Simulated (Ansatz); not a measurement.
**Molecular dynamics of ClH₃OSn**

input.yaml

```yaml
crystal:
  periodic: [false, false, false]
  atoms:
    - { symbol: Sn, position_ang: [0.268248, -0.14673, -0.30591] }
    - { symbol: H, position_ang: [0.785067, 0.244972, 1.525896] }
    - { symbol: H, position_ang: [1.796805, -0.073305, 0.44406] }
    - { symbol: Cl, position_ang: [-0.912649, 1.883872, -0.581503] }
    - { symbol: O, position_ang: [-1.042712, -1.54109, 0.264243] }
    - { symbol: H, position_ang: [-1.272359, -2.06552, -0.518988] }
basis:
  gaussian: { orbitals: def2-SVP }
hamiltonian:
  xc: r2scan
  dispersion: d4
md:
  timestep: 0.5
  n_steps: 200
  ensemble: nve
  temperature: 300.0
  initial_velocities: maxwell_boltzmann
  seed: 6589
```

Command:

```bash
$ ansatz run input.yaml --threads 2 --pin off --max-ram 3072MiB --backend cpu --events-out ev --progress --plain --runs-dir out
```

It starts at the highest image of a converged band. Of that band: The profile has 2 maxima (images 1, 4) with wells between them (image 2): this band takes more than one step, which may be the mechanism or a detour left from its start path. Neighbouring images differ by up to 2.7 eV, so the band resolves the path poorly. A vibrational analysis at the climbing image gives one clearly imaginary mode, 1300i cm⁻¹: a first-order saddle point.

Output, in part (step lines, the closing report, with atoms numbered from 0):

```
md step     0: t =     0.00 fs  T =   300.0 K  F+E_penalty+E_count = -20443.15954579 eV  E_kin = 0.155112 eV  conserved = -20443.00443379 eV  (28 SCF iters)
md step     1: t =     0.50 fs  T =   294.0 K  F+E_penalty+E_count = -20443.15639367 eV  E_kin = 0.151989 eV  conserved = -20443.00440441 eV  (33 SCF iters)
md step     2: t =     1.00 fs  T =   276.7 K  F+E_penalty+E_count = -20443.14735803 eV  E_kin = 0.143055 eV  conserved = -20443.00430254 eV  (33 SCF iters)
md step     3: t =     1.50 fs  T =   251.3 K  F+E_penalty+E_count = -20443.13411385 eV  E_kin = 0.129955 eV  conserved = -20443.00415913 eV  (33 SCF iters)
md step     4: t =     2.00 fs  T =   222.4 K  F+E_penalty+E_count = -20443.11898893 eV  E_kin = 0.114980 eV  conserved = -20443.00400942 eV  (33 SCF iters)
md step     5: t =     2.50 fs  T =   194.4 K  F+E_penalty+E_count = -20443.10439255 eV  E_kin = 0.100507 eV  conserved = -20443.00388528 eV  (31 SCF iters)
md step     6: t =     3.00 fs  T =   171.2 K  F+E_penalty+E_count = -20443.09230956 eV  E_kin = 0.088501 eV  conserved = -20443.00380825 eV  (33 SCF iters)
md step     7: t =     3.50 fs  T =   155.1 K  F+E_penalty+E_count = -20443.08396841 eV  E_kin = 0.080184 eV  conserved = -20443.00378410 eV  (33 SCF iters)
[... lines left out ...]
Total energy: -20444.19937234 eV, -751.3104693573 hartree
Atom 0 at     0.252908    -0.134316    -0.278045 Å, force    -1.729663    -0.127501     2.837594 eV/Å
Atom 1 at    -0.372695     0.140589     1.457991 Å, force     1.740772     0.247756    -0.605665 eV/Å
Atom 2 at     1.588709    -0.228829    -1.328287 Å, force    -0.112389    -0.250614     0.152909 eV/Å
Atom 3 at    -0.857466     1.909663    -0.630086 Å, force    -0.230323     0.414121    -0.923288 eV/Å
Atom 4 at    -0.956092    -1.724116     0.189023 Å, force    -0.136695     0.392174    -0.692424 eV/Å
Atom 5 at    -1.415546    -1.269657     0.942187 Å, force     0.468299    -0.675936    -0.769126 eV/Å
Dipole moment:     0.544975    -0.117147    -0.064470 e Å
```

The steps, from the saved trajectory:

```json
{"time (fs)": "0", "T (K)": "300", "potential energy less start (eV)": "0.000", "conserved less start (meV/atom)": "0.00"}
{"time (fs)": "3", "T (K)": "171", "potential energy less start (eV)": "0.067", "conserved less start (meV/atom)": "0.10"}
{"time (fs)": "6", "T (K)": "179", "potential energy less start (eV)": "0.063", "conserved less start (meV/atom)": "0.09"}
{"time (fs)": "9", "T (K)": "310", "potential energy less start (eV)": "-0.005", "conserved less start (meV/atom)": "0.06"}
{"time (fs)": "12", "T (K)": "539", "potential energy less start (eV)": "-0.123", "conserved less start (meV/atom)": "0.15"}
{"time (fs)": "15", "T (K)": "1225", "potential energy less start (eV)": "-0.478", "conserved less start (meV/atom)": "0.09"}
{"time (fs)": "18", "T (K)": "2168", "potential energy less start (eV)": "-0.965", "conserved less start (meV/atom)": "0.03"}
{"time (fs)": "21", "T (K)": "3131", "potential energy less start (eV)": "-1.464", "conserved less start (meV/atom)": "-0.10"}
{"time (fs)": "24", "T (K)": "3511", "potential energy less start (eV)": "-1.661", "conserved less start (meV/atom)": "-0.10"}
{"time (fs)": "27", "T (K)": "3278", "potential energy less start (eV)": "-1.540", "conserved less start (meV/atom)": "0.00"}
{"time (fs)": "30", "T (K)": "3145", "potential energy less start (eV)": "-1.471", "conserved less start (meV/atom)": "0.01"}
{"time (fs)": "33", "T (K)": "3285", "potential energy less start (eV)": "-1.543", "conserved less start (meV/atom)": "0.01"}
{"time (fs)": "36", "T (K)": "3531", "potential energy less start (eV)": "-1.671", "conserved less start (meV/atom)": "-0.04"}
{"time (fs)": "39", "T (K)": "3440", "potential energy less start (eV)": "-1.625", "conserved less start (meV/atom)": "-0.19"}
{"time (fs)": "42", "T (K)": "2575", "potential energy less start (eV)": "-1.176", "conserved less start (meV/atom)": "0.10"}
{"time (fs)": "45", "T (K)": "2113", "potential energy less start (eV)": "-0.937", "conserved less start (meV/atom)": "0.04"}
{"time (fs)": "48", "T (K)": "2073", "potential energy less start (eV)": "-0.917", "conserved less start (meV/atom)": "-0.03"}
{"time (fs)": "51", "T (K)": "2059", "potential energy less start (eV)": "-0.909", "conserved less start (meV/atom)": "0.03"}
{"time (fs)": "54", "T (K)": "2164", "potential energy less start (eV)": "-0.963", "conserved less start (meV/atom)": "0.03"}
{"time (fs)": "57", "T (K)": "2331", "potential energy less start (eV)": "-1.051", "conserved less start (meV/atom)": "-0.08"}
{"time (fs)": "60", "T (K)": "2062", "potential energy less start (eV)": "-0.911", "conserved less start (meV/atom)": "-0.04"}
{"time (fs)": "63", "T (K)": "1508", "potential energy less start (eV)": "-0.624", "conserved less start (meV/atom)": "0.11"}
{"time (fs)": "66", "T (K)": "1497", "potential energy less start (eV)": "-0.618", "conserved less start (meV/atom)": "0.12"}
{"time (fs)": "69", "T (K)": "2265", "potential energy less start (eV)": "-1.015", "conserved less start (meV/atom)": "0.14"}
{"time (fs)": "72", "T (K)": "3597", "potential energy less start (eV)": "-1.705", "conserved less start (meV/atom)": "-0.12"}
{"time (fs)": "75", "T (K)": "4262", "potential energy less start (eV)": "-2.050", "conserved less start (meV/atom)": "-0.27"}
{"time (fs)": "78", "T (K)": "3767", "potential energy less start (eV)": "-1.793", "conserved less start (meV/atom)": "-0.02"}
{"time (fs)": "81", "T (K)": "3370", "potential energy less start (eV)": "-1.587", "conserved less start (meV/atom)": "-0.02"}
{"time (fs)": "84", "T (K)": "3168", "potential energy less start (eV)": "-1.483", "conserved less start (meV/atom)": "-0.07"}
{"time (fs)": "87", "T (K)": "2812", "potential energy less start (eV)": "-1.299", "conserved less start (meV/atom)": "-0.07"}
{"time (fs)": "90", "T (K)": "2202", "potential energy less start (eV)": "-0.984", "conserved less start (meV/atom)": "-0.12"}
{"time (fs)": "93", "T (K)": "1278", "potential energy less start (eV)": "-0.505", "conserved less start (meV/atom)": "0.14"}
{"time (fs)": "96", "T (K)": "1293", "potential energy less start (eV)": "-0.513", "conserved less start (meV/atom)": "0.09"}
{"time (fs)": "99", "T (K)": "2108", "potential energy less start (eV)": "-0.936", "conserved less start (meV/atom)": "-0.13"}
```

All steps were run. The conserved energy stayed within 0.29 meV per atom of its start (net change -0.15 meV per atom), so the integration is sound. The kinetic energy rose, since the run started high on the potential surface and went downhill. A run of 0.1 ps of so small a system gives no equilibrium averages. The orbitals stay closed-shell, which can raise the energy where a bond breaks towards radicals; this wasn't checked here.

Between its relaxed ends the band would form H2–H3 and break Sn1–H2, Sn1–H3. These pairs go: H2–H3 1.51 → 3.43 Å, Sn1–H2 1.94 → 1.87 Å, Sn1–H3 1.70 → 1.70 Å. In the last frame they stand as before the step (other bonds may differ from the relaxed reactants and products). It ends as one piece, ClH3OSn. Pairs count as bonded within 1.25 times the sum of covalent radii (0.12 Å more for H–H).

Last frame:

```xyz
6
Properties=species:S:1:pos:R:3
Sn 0.253 -0.134 -0.278
H -0.373 0.141 1.458
H 1.589 -0.229 -1.328
Cl -0.858 1.910 -0.630
O -0.956 -1.724 0.189
H -1.415 -1.270 0.942
```

Time of the run: 3.3 min on 2 threads of Intel(R) Xeon(R) 6975P-C (Granite Rapids), with other jobs on the host, peak memory 0.16 GiB.
